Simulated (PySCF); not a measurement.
What does the B3LYP/def2-SVP structure of `C=C1C(F)=C/C1=C(\F)Cl` look like in three dimensions?

```xyz
12
C6H3ClF2 angstrom
C      1.361   -1.573   -0.235
C      0.769   -0.383   -0.347
C     -0.503    0.242    0.075
F     -1.520   -0.257    0.742
C     -0.233    1.460   -0.466
C      1.077    0.960   -0.954
C      2.083    1.493   -1.649
F      2.062    2.756   -2.071
Cl     3.527    0.655   -2.099
H      0.864   -2.392    0.291
H      2.348   -1.753   -0.663
H     -0.747    2.417   -0.530
```

Orientation and origin are arbitrary. Atoms count from 1 in this order. The 6 C–C bonds span 1.334 Å (C6=C7, drawn double) to 1.505 Å (C2–C6, drawn single), a spread of 0.171 Å. The 9 heavy atoms lie in one plane (0.007 Å rms). Of the pairs four or more bonds apart, Cl9···H11 is among the closest relative to their van der Waals radii: 3.04 Å, 103 % of the sum of Bondi's values. The 4-membered ring C2–C3–C5–C6 has internal angles of 85.1° to 95.4° (sum 360°, against 360° for a flat polygon); it is planar, 0.00 Å rms from its mean plane, widest ring torsion 0°.

Bonds between heavy atoms (Å): C1=C2 1.334, C2–C3 1.479, C3–F4 1.314, C3=C5 1.360, C5–C6 1.484, C6=C7 1.334, C7–F8 1.332, C7–Cl9 1.730, C2–C6 1.505.

The calculation used B3LYP/def2-SVP geometry optimisation, gas phase (PySCF 2.14.0).

Point group: Cs (every atom within 0.08 Å of its image). Stationary, but not proved a minimum.
